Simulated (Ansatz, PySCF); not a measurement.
The PySCF input:
```python
from pyscf import gto, scf, dft

mol = gto.M(
    atom='''
Si   -0.042136   -0.020125    0.716169
F     1.184357   -0.749976   -0.510782
F    -1.118812    0.781282   -0.603259
''',
    basis='def2-svpd',
    charge=-1,
    spin=1,
    verbose=4,
)

mf = dft.UKS(mol)
mf.xc = 'b3lyp5'
mf.grids.atom_grid = (99, 590)
mf.grids.prune = None
mf.kernel()
```

Question: Convert this to an input for Ansatz (a program for electronic structure).

Answer: This is not unique; one that fits is 
Ansatz 0.2 input:
```yaml
crystal:
  periodic: [false, false, false]
  atoms:
    - {symbol: Si, position_ang: [-0.04213560, -0.02012493, 0.71616938]}
    - {symbol: F, position_ang: [1.18435672, -0.74997636, -0.51078231]}
    - {symbol: F, position_ang: [-1.11881245, 0.78128181, -0.60325896]}
basis:
  gaussian:
    orbitals: def2-SVPD
hamiltonian:
  xc: b3lyp5
total_charge: -1
magnetization: {spin_polarized: true, initial_magnetization: 1}
accuracy: high
```

Both were run: PySCF gave -488.934748 Eh and Ansatz -488.934750 Eh, 0.002 mEh apart.
